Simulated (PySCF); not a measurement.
**Radial density of Ca⁺ (calcium, charge +1)**

UHF, [Ar] 4s1, 2S determinant. Computed with PySCF 2.14 in x2c-TZVPall (6s5p3d, 36 functions), with the spin-free X2C one-electron Hamiltonian (Gaussian nucleus).

```csv
r (bohr),4πr²ρ (e/bohr),4πr²(ρα − ρβ)
0.00149,0.1757,0.0001
0.00250,0.4530,0.0002
0.00421,1.148,0.0005
0.00708,2.792,0.0011
0.0119,6.311,0.0025
0.0200,12.57,0.0047
0.0337,20.32,0.0067
0.0567,23.47,0.0046
0.0954,18.50,-0.0018
0.160,19.02,0.0051
0.270,24.55,0.0175
0.454,11.69,0.0000
0.763,6.466,0.0513
1.28,6.407,-0.0003
2.16,1.231,0.1622
3.63,0.3472,0.3288
6.11,0.05354,0.0535
10.3,0.0003670,0.0004
```

Densities and radii are taken from the X2C orbitals without a picture-change correction, which distorts them close to the nucleus.
